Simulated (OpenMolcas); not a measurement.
How methods differ on Si5H10 (SMILES [SiH2]1[SiH2][SiH2][SiH2][SiH2]1)

Si5H10 has 15 atoms, charge 0, and is taken as a singlet. As SMILES, `[SiH2]1[SiH2][SiH2][SiH2][SiH2]1`. The shape is that of a PBE0-D4/def2-TZVP optimisation. This is one conformer, not always the lowest.

```jsonl
{"atom": "Si", "x (Å)": "-1.0841", "y (Å)": "1.4590", "z (Å)": "0.7077"}
{"atom": "Si", "x (Å)": "-0.0591", "y (Å)": "-0.2506", "z (Å)": "1.9352"}
{"atom": "Si", "x (Å)": "1.6853", "y (Å)": "-0.8474", "z (Å)": "0.4933"}
{"atom": "Si", "x (Å)": "0.6067", "y (Å)": "-0.9777", "z (Å)": "-1.5859"}
{"atom": "Si", "x (Å)": "-1.1322", "y (Å)": "0.6110", "z (Å)": "-1.4832"}
{"atom": "H", "x (Å)": "-0.1942", "y (Å)": "2.6547", "z (Å)": "0.7406"}
{"atom": "H", "x (Å)": "-2.4286", "y (Å)": "1.8530", "z (Å)": "1.2106"}
{"atom": "H", "x (Å)": "0.3852", "y (Å)": "0.1619", "z (Å)": "3.2945"}
{"atom": "H", "x (Å)": "-1.0009", "y (Å)": "-1.3991", "z (Å)": "2.0636"}
{"atom": "H", "x (Å)": "2.3951", "y (Å)": "-2.1005", "z (Å)": "0.8694"}
{"atom": "H", "x (Å)": "2.6714", "y (Å)": "0.2703", "z (Å)": "0.4617"}
{"atom": "H", "x (Å)": "0.0144", "y (Å)": "-2.3356", "z (Å)": "-1.7461"}
{"atom": "H", "x (Å)": "1.5300", "y (Å)": "-0.7297", "z (Å)": "-2.7271"}
{"atom": "H", "x (Å)": "-0.9524", "y (Å)": "1.6907", "z (Å)": "-2.4926"}
{"atom": "H", "x (Å)": "-2.4368", "y (Å)": "-0.0599", "z (Å)": "-1.7414"}
```

Each level gives the dipole moment (D). The values are calculated.

```
                              level           kind     program  value (D)  CPU time
    HF/6-31G* (spherical functions)   Hartree–Fock  OpenMolcas       0.12      32 s
 SVWN5/6-31G* (spherical functions)            LDA  OpenMolcas       0.05      85 s
revPBE/6-31G* (spherical functions)            GGA  OpenMolcas       0.06      94 s
r2SCAN/6-31G* (spherical functions)       meta-GGA  OpenMolcas       0.07     2 min
 BHLYP/6-31G* (spherical functions)  global hybrid  OpenMolcas       0.09      92 s
  PBE0/6-31G* (spherical functions)  global hybrid  OpenMolcas       0.07      96 s
```

The values span 0.05 to 0.12 D. Magnitudes only: a small dipole may point the other way at some levels. Times are those of the runs behind each value, whatever else they computed, on shared processors of several kinds: orders of magnitude only.
